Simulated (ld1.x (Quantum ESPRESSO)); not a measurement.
**Te (Z = 52): one change to a PAW potential, before and after**

tellurium, PAW, made with ld1.x (Quantum ESPRESSO) 7.5 (PBEsol, scalar-relativistic). Core [Kr], reference 4d10 5s2 5p4. Waves: 5s (bound): rcut 1.40, rcutus 1.80 bohr; 5s channel at -0.55 Ry: rcut 1.40, rcutus 1.80 bohr; 5p (bound): rcut 2.10, rcutus 2.35 bohr; 5p channel at 1.1 Ry: rcut 2.10, rcutus 2.35 bohr; 4d (bound): rcut 1.50, rcutus 1.60 bohr; 4d channel at 1.45 Ry: rcut 1.50, rcutus 1.60 bohr. Local part: all-electron potential smoothed inside 1.35 bohr (lloc = -2). Core correction: Bessel-smoothed model core inside 1.55 bohr. Augmentation charge: PSQ, inside the norm-conserving radii.

Change: local potential all-electron potential smoothed inside 2.26 bohr (lloc = -2).

Cutoffs: the cutoffs (Ry, on a coarse ladder) from which the occupation-weighted sum of valence levels, in a spherical-Bessel basis at the reference potential, stays within 10 and 1 mRy of its value at 400 Ry; they do not see the model core or the augmentation charge, which bear on the density cutoff. Errors are all-electron minus pseudo energies relative to the spin-unpolarised reference configuration.

Question: How do hardness, ghosts and transferability respond?

Answer: The potential gets neither clearly harder nor softer (50 Ry and 100 Ry → 50 Ry and 100 Ry); a bound ghost appears in s, which as a rule spoils a file; the number of tests with a reliable result goes from 7 to 2 (the test run of the changed file stopped, so its transferability is not established); the range in which the s phases agree widens (upper end 0.9 → at the end of the scan). A state that the projectors do not describe sees the local part alone, so a deeper or shallower local part can create or remove a ghost.

| quantity | base | changed |
| --- | --- | --- |
| cutoff, loose | 50 Ry | 50 Ry |
| cutoff, tight | 100 Ry | 100 Ry |
| bound ghosts | none | s |
| tests with a reliable result | 7 of 7 | 2 of 7 (the test run stopped) |
| error for 4d10 5s2 5p3, meV [ΔE 9.75 eV] | -2.4 | -2.4 |
| error for 4d10 5s2 5p2, meV [ΔE 27.72 eV] | -7.6 | -7.8 |
| s: phases at 2.54 bohr within 0.05 rad from the reference energy up to (Ry; the scan ends near 5) | 0.9 | to the end of the scan |
| p: phases at 2.54 bohr within 0.05 rad from the reference energy up to (Ry; the scan ends near 5) | 4.1 | 4.5 |
| d: phases at 2.54 bohr within 0.05 rad from the reference energy up to (Ry; the scan ends near 5) | to the end of the scan | to the end of the scan |
| lowest overlap eigenvalue by channel | s 0.43, p 0.48, d 0.11 | s 0.55, p 0.57, d 0.10 |

 A true bound ghost makes a file unfit for plane-wave use even where its test errors are small: the radial tests pick states by their node count and pass the ghost by.
